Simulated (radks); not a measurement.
Ionisation of the gold ion Au3+, [Xe] 4f14 5d8, to [Xe] 4f14 5d7 as the strength of local exchange is varied. Method: scalar-relativistic Kohn-Sham, Slater X-alpha exchange (alpha = 2/3 is LDA exchange), no correlation, spin-unpolarised, spherical densities, finite nucleus; Fermi nuclear charge, rms radius 5.4371 fm; computed with a radial shooting solver on a logarithmic mesh with Libxc functionals.

alpha  E(Au3+) (hartree)  exchange (hartree)  IE (eV)  -e of the level emptied (eV)  <r> of it (bohr)
0.636        -18970.7832           -326.3273   45.691                   38.682 (5d)             1.450
0.667        -18986.7859           -342.5327   46.368                   39.321 (5d)             1.442
0.716        -19012.1089           -368.2044   47.451                   40.345 (5d)             1.431
0.853        -19083.0959           -440.3481   50.558                   43.293 (5d)             1.399
1.007        -19163.2177           -522.0901   54.191                   46.754 (5d)             1.365

NIST Atomic Spectra Database: 45 +/- 1.7 eV (theoretical). The central value is not met in this range of alpha. Spin polarisation and multiplet splitting are left out, so open shells lie too high by an amount that depends on their filling. Spin-orbit splitting is averaged out at the scalar-relativistic level.

Beside tabulated values, note that spin-unpolarised runs miss the spin-polarisation part of the exchange energy of open shells.
